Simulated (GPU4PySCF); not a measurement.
Si(Me)(OEt)3 (C₇H₁₈O₃Si), SMILES C(C)O[Si](OCC)(OCC)C. Atoms are numbered in the order given.

```xyz
29

C     -2.6098    -2.4500     1.3330
C     -2.3340    -1.1888     0.5468
O     -0.9869    -1.2198     0.0795
Si    -0.1941     0.0488    -0.5781
C     -0.6832     0.4065    -2.3253
O     -0.5122     1.3217     0.4148
C      0.0235     2.6254     0.2025
C     -0.1830     3.4540     1.4499
O      1.3988    -0.3139    -0.6030
C      2.1215    -0.7184     0.5618
C      3.5876    -0.8318     0.2139
H     -1.9430    -2.5139     2.1953
H     -3.6426    -2.4581     1.6903
H     -2.4504    -3.3316     0.7088
H     -3.0165    -1.1191    -0.3115
H     -2.4872    -0.3004     1.1704
H     -0.1122     1.2450    -2.7323
H     -0.4987    -0.4612    -2.9625
H     -1.7445     0.6595    -2.3932
H      1.0931     2.5568    -0.0396
H     -0.4800     3.0939    -0.6539
H      0.2096     4.4639     1.3076
H     -1.2465     3.5242     1.6872
H      0.3285     2.9978     2.2999
H      1.9702     0.0159     1.3644
H      1.7289    -1.6794     0.9141
H      3.7337    -1.5647    -0.5822
H      4.1631    -1.1474     1.0877
H      3.9761     0.1294    -0.1295
```
Charge 0, spin multiplicity 1.

Coordinates come from a r2SCAN-D4/def2-TZVP optimisation. The isomer is the one that the SMILES or the coordinates give; other isomers of the formula were not compared. One conformer was computed; it need not be the lowest.

Two levels are set side by side: PBE-D3(BJ)/def2-TZVP (GPU4PySCF) and r2SCAN-D4/def2-TZVP (GPU4PySCF). Each level has its own optimised geometry; the coordinates shown are those of the second. Frequencies come from the Hessian of GPU4PySCF at each geometry. Differences are taken from unrounded values.

```csv
quantity,r2SCAN-D4,PBE-D3(BJ),PBE-D3(BJ) minus r2SCAN-D4
mean bond length (Å),1.260,1.267,0.008
bond C1–C2 (Å),1.512,1.517,0.005
bond C2–O3 (Å),1.426,1.432,0.006
bond O3–Si4 (Å),1.634,1.649,0.015
bond Si4–C5 (Å),1.849,1.860,0.011
bond Si4–O6 (Å),1.645,1.661,0.016
bond Si4–O9 (Å),1.634,1.649,0.015
bond O6–C7 (Å),1.425,1.431,0.005
bond C7–C8 (Å),1.512,1.517,0.005
bond O9–C10 (Å),1.429,1.435,0.006
bond C10–C11 (Å),1.511,1.516,0.005
bond C1–H12 (Å),1.092,1.099,0.007
bond C1–H13 (Å),1.093,1.100,0.007
bond C1–H14 (Å),1.092,1.099,0.007
bond C2–H15 (Å),1.099,1.106,0.007
bond C2–H16 (Å),1.096,1.103,0.007
bond C5–H17 (Å),1.093,1.099,0.006
highest harmonic wavenumber (cm⁻¹),3122,3064,-57
mean harmonic wavenumber (cm⁻¹),1351,1316,-35
zero-point energy (kcal/mol),156.45,152.42,-4.03
```
